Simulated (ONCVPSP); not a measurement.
## Sc: excitation energies, all-electron against ONCV

```
Element                 : scandium (Sc)
Generator               : ONCVPSP 4.0.1
Type                    : optimised norm-conserving Vanderbilt (ONCV)
Functional              : LDA (Perdew-Zunger)
Relativity              : scalar-relativistic
Frozen core             : [Ar]
Valence charge          : 3
Reference configuration : 3d1 4s2
Partial waves           : 4s: rc 3.25 bohr, ncon 4, nbas 8, qcut 2.2 1/bohr, 2 projectors, debl 1.9 Ha; p scattering state at 0.4 Ha: rc 3.20 bohr, ncon 4, nbas 8, qcut 2.4 1/bohr, 1 projector; 3d: rc 2.20 bohr, ncon 4, nbas 8, qcut 7.9 1/bohr, 1 projector
Local potential         : polynomial inside 1.80 bohr (lpopt 5, dvloc0 1 Ha)
Core correction         : polynomial model core, fcfact 0.3
```

In the p channel the program set the typed energies aside and used 0.050 Ha.

Energies are relative to the spin-unpolarised reference configuration 3d1 4s2; without spin polarisation the order of configurations can differ from experiment.

| valence configuration | charge | ΔE all-electron (eV) | error AE − PS (meV) |
| --- | --- | --- | --- |
| 3d1 4s1 | +1 | 7.067 | -3.5 |
| 3d1 4s0 | +2 | 20.028 | -40 |
| 3d1 4s1.5 | +0.5 | 2.825 | -0.6 |
| 3d2 4s1 | 0 | 1.621 | -62 |

Note: no bound ghost flagged; GHOST(+) flagged for s at 43.1 eV.
